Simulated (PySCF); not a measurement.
## Broadened absorption spectrum of C6H7NOSi

Species: C6H7NOSi.
Bonds: C1–Si2, Si2–C3, C3–C4 (aromatic), C4–C5 (aromatic), C5–C6 (aromatic), C6–C7, C7–N8 (triple), C6–O9 (aromatic), C3–O9 (aromatic). Hydrogens: H10, H11, H12 on C1; H13, H14 on Si2; H15 on C4; H16 on C5.

Method used: TDDFT CAM-B3LYP/def2-SVPD, vertical, gas phase, core orbitals frozen in the response (PySCF). One conformer (not necessarily the lowest) at the GFN2-xTB geometry, without solvent, vibrations or thermal averaging. Torsions of this conformer, `[CH3:1][SiH2:2][c:3]1[cH:4][cH:5][c:6]([C:7]#[N:8])[o:9]1`: C1–Si2–C3–C4 -128°.

Broadening: Gaussians 0.4 eV wide at half height, area fixed by f = 4.319×10⁻⁹ ∫ε dν̃. The width is an assumption, not a result. The curve ends short of the highest state used, and states not computed would add to its high-energy end.

E (eV), ε (L mol⁻¹ cm⁻¹) and a bar:
```
     4.65         63 
     4.71        206 
     4.77        591 #
     4.84       1730 ##
     4.90       3792 ####
     4.96       7337 #######
     5.03      13535 #############
     5.09      19984 ####################
     5.15      26046 ##########################
     5.22      30303 ##############################
     5.28      30140 ##############################
     5.34      26461 ##########################
     5.41      19416 ###################
     5.47      13009 #############
     5.53       7694 ########
     5.60       3561 ###
     5.66       1609 ##
     5.72        645 #
     5.79        197 
     5.85         72 
     5.91         36 
     5.98         32 
     6.04         38 
     6.10         52 
     6.17         84 
     6.23        129 
     6.29        188 
     6.36        260 
     6.42        307 
     6.48        327 
     6.55        318 
     6.61        305 
     6.67        327 
     6.74        493 
     6.80        903 #
     6.86       1790 ##
```

Task: Locate the maxima and give the states behind the curve.

Result: 236 nm (5.25 eV), ε about 31000, made up of S1 (100%); 191 nm (6.49 eV), ε about 330, made up of S3 (93%) (ε in L mol⁻¹ cm⁻¹; maxima over ε = 5, shares over 10%). At its high-energy end, 6.86 eV, the curve is still rising (ε about 1800, from S6). The states used: S1 5.25 eV (f 0.455); S2 6.02 eV (f 0.0004); S3 6.47 eV (f 0.0046); S4 6.81 eV (f 0.0014); S5 6.91 eV (f 0.0016); S6 7.23 eV (f 0.263); S7 7.43 eV (f 0.053); S8 7.46 eV (f 0.024).

Task: On this curve, what absorbance would a 10⁻⁴ mol/L sample give at 266 nm over a 1 cm path?

Result: 266 nm is 4.661 eV, where ε is about 79 L mol⁻¹ cm⁻¹, so A = ε c l ≈ 0.0079 (Beer–Lambert, with the gas-phase spectrum and the assumed width).

Task: What would ε be at 5.25 eV, the highest of these maxima, with half the width (0.2 eV)?

Result: About 61400 L mol⁻¹ cm⁻¹ against 30700, a factor of about 2.00; a lone state at its own centre would give exactly 2.

On an Arm Neoverse N1 with one thread, shared host, this took 2.1 min of wall time and 1.1 GiB of memory at its peak.
